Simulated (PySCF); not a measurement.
# Tl²⁺ (thallium, charge +2) across methods

[Xe] 4f14 5d9 6s2, 2D determinant (an excited configuration). Calculation: PySCF 2.14, in aug-cc-pVTZ-PP with one added diffuse shell each of d, f type with ECP60MDF (6s5p5d3f, 67 functions); a scalar-relativistic core potential.

```json
{"method": "LDA", "E (hartree)": "-170.9646", "mean ε 5d β (eV)": "-35.901", "mean ε 6s α (eV)": "-27.310", "mean ε 6s β (eV)": "-26.980", "Σ⟨r²⟩ (bohr²)": "38.84", "⟨S²⟩": "0.750"}
{"method": "r2SCAN", "E (hartree)": "-171.2926", "mean ε 5d β (eV)": "-36.441", "mean ε 6s α (eV)": "-27.084", "mean ε 6s β (eV)": "-26.700", "Σ⟨r²⟩ (bohr²)": "38.61", "⟨S²⟩": "0.751"}
{"method": "PBE0", "E (hartree)": "-171.2209", "mean ε 5d β (eV)": "-37.991", "mean ε 6s α (eV)": "-27.835", "mean ε 6s β (eV)": "-27.436", "Σ⟨r²⟩ (bohr²)": "38.72", "⟨S²⟩": "0.750"}
{"method": "BHandHLYP", "E (hartree)": "-171.1081", "mean ε 5d β (eV)": "-40.024", "mean ε 6s α (eV)": "-28.696", "mean ε 6s β (eV)": "-28.313", "Σ⟨r²⟩ (bohr²)": "38.86", "⟨S²⟩": "0.750"}
{"method": "B97-3", "E (hartree)": "-171.2636", "mean ε 5d β (eV)": "-38.102", "mean ε 6s α (eV)": "-27.773", "mean ε 6s β (eV)": "-27.386", "Σ⟨r²⟩ (bohr²)": "38.70", "⟨S²⟩": "0.750"}
{"method": "UHF", "E (hartree)": "-170.29756", "mean ε 5d β (eV)": "-43.306", "mean ε 6s α (eV)": "-29.644", "mean ε 6s β (eV)": "-29.095", "Σ⟨r²⟩ (bohr²)": "39.03", "⟨S²⟩": "0.751"}
{"method": "B3LYP", "E (hartree)": "-171.2856", "mean ε 5d β (eV)": "-37.602", "mean ε 6s α (eV)": "-27.756", "mean ε 6s β (eV)": "-27.416", "Σ⟨r²⟩ (bohr²)": "38.83", "⟨S²⟩": "0.750"}
{"method": "PBE", "E (hartree)": "-171.2581", "mean ε 5d β (eV)": "-35.838", "mean ε 6s α (eV)": "-26.893", "mean ε 6s β (eV)": "-26.528", "Σ⟨r²⟩ (bohr²)": "38.75", "⟨S²⟩": "0.750"}
```

Problem. Estimate the same row for CAM-B3LYP.

Solution. E (hartree) = -171.1854; mean ε 5d β (eV) = -39.432; mean ε 6s α (eV) = -29.256; mean ε 6s β (eV) = -28.913; Σ⟨r²⟩ (bohr²) = 38.84; ⟨S²⟩ = 0.750.

Energies and moments cover only the electrons outside the core potential. Spin-orbit coupling, absent here, splits the open shell strongly.
